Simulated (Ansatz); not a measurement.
`C[CH2][Sn][CH2]C`, relaxed with RKS PBE0-D4/def2-TZVP in the Gaussian-basis code of Ansatz from a PBE-D4/def2-SVP geometry. The force threshold is 0.005 eV/Å; the program also tests the step.

Total charge 0; spin multiplicity 1. Sn: def2 effective core potential.

Start:

```xyz
15

C    -1.777    0.462    0.713
C    -1.464   -0.904    0.091
Sn   -0.429   -0.776   -1.900
C     1.266    0.463   -1.099
C     1.948   -0.093    0.155
H    -2.416    1.088    0.053
H    -2.321    0.373    1.679
H    -0.856    1.048    0.916
H    -2.387   -1.507   -0.041
H    -0.793   -1.495    0.755
H     1.996    0.614   -1.922
H     0.819    1.464   -0.894
H     2.388   -1.100   -0.017
H     2.783    0.555    0.505
H     1.243   -0.193    1.006
```

```tsv
step	energy (eV)	largest force (eV/Å)	largest move (Å)
1	-10138.6395	0.461	0.000
2	-10138.7004	0.279	0.078
3	-10138.7058	0.119	0.038
4	-10138.7104	0.023	0.030
5	-10138.7105	0.014	0.002
6	-10138.7105	0.005	0.006
```

End:

```xyz
15

C    -1.761    0.459    0.705
C    -1.449   -0.900    0.088
Sn   -0.415   -0.765   -1.855
C     1.250    0.463   -1.088
C     1.934   -0.092    0.155
H    -2.399    1.067    0.055
H    -2.290    0.365    1.660
H    -0.853    1.037    0.895
H    -2.364   -1.482   -0.051
H    -0.806   -1.485    0.756
H     1.969    0.601   -1.900
H     0.827    1.456   -0.881
H     2.362   -1.084   -0.023
H     2.757    0.548    0.491
H     1.239   -0.189    0.993
```

Hardware: 2 threads of an AMD EPYC 7R13 on a shared host and a share of an NVIDIA H100 80 GB. Wall time 12 s, peak host memory 0.89 GiB.
